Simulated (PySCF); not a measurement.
PySCF input file for C₂H₃ClF₂Si, SMILES F/C=C\[Si@H](F)Cl, TDDFT-LC-ωPBE/def2-SVPD. Geometry optimised at PBE-D3(BJ)/def2-SVP. The structure was generated by enumeration; whether it is a known compound was not checked. One conformer was computed; it need not be the lowest.

```python
import numpy as np
from pyscf import gto, scf, dft, tdscf

mol = gto.M(
    atom='''
    F    -2.43841373   -1.07692997   -0.87669156
    C    -2.33753189    0.05862764   -0.16934029
    C    -1.16299238    0.52895691    0.28295557
    Si    0.47163974   -0.29246654   -0.02399997
    F     0.89409534   -1.21116124    1.26151989
    Cl    1.90110003    1.19550635   -0.20085395
    H    -3.32414146    0.53231486   -0.01885190
    H    -1.20121245    1.46894136    0.85684739
    H     0.50570829   -1.16301925   -1.23262525
    ''',
    basis='def2-SVPD',
    charge=0,
    spin=0,
    max_memory=1600,
    verbose=4,
)
mf = dft.RKS(mol, xc='lc_wpbe').density_fit(auxbasis='def2-universal-jkfit')
mf.grids.level = 3
mf.conv_tol = 1e-9
mf.max_cycle = 100
mf.kernel()
mf.grids = dft.Grids(mol).set(level=1).build(with_non0tab=True)  # coarser grid for the response kernel
td = tdscf.TDDFT(mf)
td.singlet = True
td.nstates = 10
td.conv_tol = 1e-4
td.positive_eig_threshold = 1e-6
td.kernel(x0=td.get_init_guess(mf, 15))
td.analyze()
tt = tdscf.TDA(mf)
tt.singlet = False
tt.nstates = 4
tt.conv_tol = 1e-4
tt.positive_eig_threshold = 1e-6
tt.kernel(x0=tt.get_init_guess(mf, 9))
tt.analyze(verbose=3)
```

Program output:

```
PySCF version 2.14.0

[INPUT] verbose = 4
[INPUT] num. atoms = 9
[INPUT] num. electrons = 64
[INPUT] charge = 0
[INPUT] spin (= nelec alpha-beta = 2S) = 0
[INPUT] symmetry False subgroup None
[INPUT] Mole.unit = angstrom
[INPUT] Symbol           X                Y                Z      unit          X                Y                Z       unit  Magmom
[INPUT]  1 F     -2.438413730000  -1.076929970000  -0.876691560000 AA   -4.607934128079  -2.035102698636  -1.656706944118 Bohr   0.0
[INPUT]  2 C     -2.337531890000   0.058627640000  -0.169340290000 AA   -4.417295079537   0.110790182930  -0.320006769954 Bohr   0.0
[INPUT]  3 C     -1.162992380000   0.528956910000   0.282955570000 AA   -2.197737083156   0.999583691596   0.534708532720 Bohr   0.0
[INPUT]  4 Si     0.471639740000  -0.292466540000  -0.023999970000 AA    0.891269938061  -0.552681661199  -0.045353370298 Bohr   0.0
[INPUT]  5 F      0.894095340000  -1.211161240000   1.261519890000 AA    1.689595321850  -2.288763036289   2.383927092791 Bohr   0.0
[INPUT]  6 Cl     1.901100030000   1.195506350000  -0.200853950000 AA    3.592558392102   2.259179581678  -0.379558956537 Bohr   0.0
[INPUT]  7 H     -3.324141460000   0.532314860000  -0.018851900000 AA   -6.281716958712   1.005929297436  -0.035624927928 Bohr   0.0
[INPUT]  8 H     -1.201212450000   1.468941360000   0.856847390000 AA   -2.269962547918   2.775896863446   1.619206897648 Bohr   0.0
[INPUT]  9 H      0.505708290000  -1.163019250000  -1.232625250000 AA    0.955650167022  -2.197787860097  -2.329324136724 Bohr   0.0

nuclear repulsion = 349.511675571727
number of shells = 67
number of NR pGTOs = 243
number of NR cGTOs = 161
basis = def2-SVPD
ecp = {}


[settings echo left out]
init E= -1027.15321999847
  HOMO = -0.305014405445325  LUMO = -0.0327068443894878  gap/eV = 7.40987
cycle= 1 E= -1026.56703269117  delta_E= 0.586  |g|= 0.732  |ddm|= 3.62
  HOMO = -0.418830902811776  LUMO = -0.0177007897513439  gap/eV = 10.91531
cycle= 2 E= -1026.58710572201  delta_E= -0.0201  |g|= 0.774  |ddm|= 1.51
  HOMO = -0.420513654973449  LUMO = 0.0213190848107034  gap/eV = 12.02288
cycle= 3 E= -1026.68346795196  delta_E= -0.0964  |g|= 0.0756  |ddm|= 0.629
  HOMO = -0.414089576916013  LUMO = 0.0330452907738277  gap/eV = 12.16716
cycle= 4 E= -1026.68464828749  delta_E= -0.00118  |g|= 0.0262  |ddm|= 0.137
  HOMO = -0.41350603699104  LUMO = 0.0335761144364697  gap/eV = 12.16573
cycle= 5 E= -1026.68485607172  delta_E= -0.000208  |g|= 0.00946  |ddm|= 0.0599
  HOMO = -0.413921996235914  LUMO = 0.0334884119270953  gap/eV = 12.17466
cycle= 6 E= -1026.68487940838  delta_E= -2.33e-05  |g|= 0.00233  |ddm|= 0.0176
  HOMO = -0.413814048912529  LUMO = 0.0335579633103085  gap/eV = 12.17361
cycle= 7 E= -1026.68488244768  delta_E= -3.04e-06  |g|= 0.00103  |ddm|= 0.00606
  HOMO = -0.413871357992972  LUMO = 0.0335381021595627  gap/eV = 12.17463
cycle= 8 E= -1026.68488301505  delta_E= -5.67e-07  |g|= 0.000233  |ddm|= 0.00327
  HOMO = -0.413866933119218  LUMO = 0.0335542386405829  gap/eV = 12.17495
cycle= 9 E= -1026.68488305098  delta_E= -3.59e-08  |g|= 6.7e-05  |ddm|= 0.00101
  HOMO = -0.41386755222175  LUMO = 0.0335576655914349  gap/eV = 12.17506
cycle= 10 E= -1026.68488305279  delta_E= -1.82e-09  |g|= 3.19e-05  |ddm|= 0.000189
  HOMO = -0.41386640960916  LUMO = 0.033558810535216  gap/eV = 12.17506
cycle= 11 E= -1026.68488305305  delta_E= -2.58e-10  |g|= 1.16e-05  |ddm|= 7.61e-05
  HOMO = -0.413866578427436  LUMO = 0.0335583907250485  gap/eV = 12.17505
Extra cycle  E= -1026.68488305307  delta_E= -1.48e-11  |g|= 1.19e-05  |ddm|= 2.31e-05
converged SCF energy = -1026.68488305307
tot grids = 41104
Overwritten attributes  positive_eig_threshold  of <class 'pyscf.tdscf.rks.TDDFT'>


******** <class 'pyscf.tdscf.rks.TDDFT'> for <class 'pyscf.df.df_jk.DFRKS'> ********
nstates = 10 singlet
deg_eia_thresh = 1.000e-03
wfnsym = None
conv_tol = 0.0001
eigh lindep = 1e-12
eigh level_shift = 0
eigh max_cycle = 100


Excitation energies (eV)
[6.91790194 7.27943055 7.97207074 8.56904235 8.64567737 8.7812961
 8.90731333 9.05518002 9.10909529 9.33121175]

** Singlet excitation energies and oscillator strengths **
Excited State   1:      6.91790 eV    179.22 nm  f=0.3743
      32 -> 33        0.69111
Excited State   2:      7.27943 eV    170.32 nm  f=0.0067
      28 -> 33        0.12422
      29 -> 33        0.32897
      30 -> 33        0.10617
      31 -> 33       -0.57398
Excited State   3:      7.97207 eV    155.52 nm  f=0.0173
      32 -> 34       -0.64579
      32 -> 43       -0.11691
Excited State   4:      8.56904 eV    144.69 nm  f=0.0111
      27 -> 33        0.48041
      28 -> 33       -0.30481
      30 -> 33       -0.19359
      31 -> 33       -0.20889
      31 -> 37        0.13981
Excited State   5:      8.64568 eV    143.41 nm  f=0.0167
      31 -> 34       -0.37117
      31 -> 35        0.39486
      31 -> 36        0.13402
      31 -> 38        0.19088
      31 -> 43       -0.11332
      32 -> 35        0.14163
Excited State   6:      8.78130 eV    141.19 nm  f=0.0164
      26 -> 33       -0.10890
      27 -> 33        0.34881
      29 -> 33        0.24718
      30 -> 33        0.38061
      30 -> 34        0.10581
      30 -> 35       -0.15355
      31 -> 33        0.18597
Excited State   7:      8.90731 eV    139.19 nm  f=0.0029
      29 -> 33        0.40801
      30 -> 33       -0.31779
      30 -> 34       -0.10610
      30 -> 35        0.15079
      31 -> 33        0.19051
      31 -> 35        0.11817
      32 -> 36       -0.10889
Excited State   8:      9.05518 eV    136.92 nm  f=0.0026
      30 -> 33        0.25708
      30 -> 34       -0.17875
      30 -> 35        0.23157
      32 -> 35       -0.40997
      32 -> 37       -0.14533
      32 -> 41        0.18689
      32 -> 43        0.10099
Excited State   9:      9.10910 eV    136.11 nm  f=0.0016
      30 -> 33       -0.21716
      30 -> 34        0.12874
      30 -> 35       -0.17070
      32 -> 36        0.45839
      32 -> 41        0.27210
      32 -> 48       -0.10288
Excited State  10:      9.33121 eV    132.87 nm  f=0.0379
      27 -> 33       -0.12342
      28 -> 33       -0.20665
      29 -> 33        0.13161
      30 -> 34       -0.15575
      30 -> 35        0.21310
      30 -> 36        0.11026
      32 -> 35        0.19964
      32 -> 36        0.23110
      32 -> 37        0.30799
      32 -> 39        0.20651
      32 -> 42       -0.10048

** Transition electric dipole moments (AU) **
state          X           Y           Z        Dip. S.      Osc.
  1         1.4367      0.2471      0.2890      2.2087      0.3743
  2         0.1405      0.1158      0.0661      0.0375      0.0067
  3         0.0784      0.1849     -0.2198      0.0886      0.0173
  4         0.0664      0.2167      0.0385      0.0528      0.0111
  5        -0.1322      0.1355      0.2073      0.0788      0.0167
  6        -0.2189     -0.1666     -0.0239      0.0762      0.0164
  7         0.0988     -0.0202      0.0548      0.0132      0.0029
  8         0.0835     -0.0591      0.0337      0.0116      0.0026
  9        -0.0474      0.0686      0.0135      0.0071      0.0016
 10         0.2264     -0.0255      0.3373      0.1657      0.0379

** Transition velocity dipole moments (imaginary part, AU) **
state          X           Y           Z        Dip. S.      Osc.
  1         0.3610      0.0608      0.0725      0.1393      0.3652
  2         0.0354      0.0328      0.0184      0.0027      0.0067
  3         0.0233      0.0590     -0.0746      0.0096      0.0218
  4         0.0204      0.0702      0.0141      0.0055      0.0117
  5        -0.0420      0.0395      0.0675      0.0079      0.0165
  6        -0.0711     -0.0561     -0.0054      0.0082      0.0170
  7         0.0320     -0.0056      0.0146      0.0013      0.0026
  8         0.0305     -0.0183      0.0094      0.0014      0.0027
  9        -0.0187      0.0199      0.0095      0.0008      0.0017
 10         0.0765     -0.0137      0.1237      0.0213      0.0415

** Transition magnetic dipole moments (imaginary part, AU) **
state          X           Y           Z
  1        -0.0386     -0.4252      0.6380
  2        -0.1323      0.3360      0.4134
  3         0.5474      0.2723      0.2407
  4        -0.4110     -0.7291     -0.4644
  5        -0.3247      0.7382     -1.0454
  6         0.5662     -0.4796     -0.3536
  7         0.3172      0.7537     -0.1419
  8         0.2336      0.4448      0.2196
  9         0.3350     -0.1589     -0.0187
 10        -0.5323     -0.3538      0.1721
Overwritten attributes  positive_eig_threshold  of <class 'pyscf.tdscf.rks.TDA'>


******** <class 'pyscf.tdscf.rks.TDA'> for <class 'pyscf.df.df_jk.DFRKS'> ********
nstates = 4 triplet
deg_eia_thresh = 1.000e-03
wfnsym = None
conv_tol = 0.0001
eigh lindep = 1e-12
eigh level_shift = 0
eigh max_cycle = 100


Excitation energies (eV)
[3.91078511 6.72206543 7.72451894 8.01480823]

** Triplet excitation energies and oscillator strengths **
Excited State   1:      3.91079 eV    317.03 nm  f=0.0000
Excited State   2:      6.72207 eV    184.44 nm  f=0.0000
Excited State   3:      7.72452 eV    160.51 nm  f=0.0000
Excited State   4:      8.01481 eV    154.69 nm  f=0.0000
```

Self-consistency was reached.
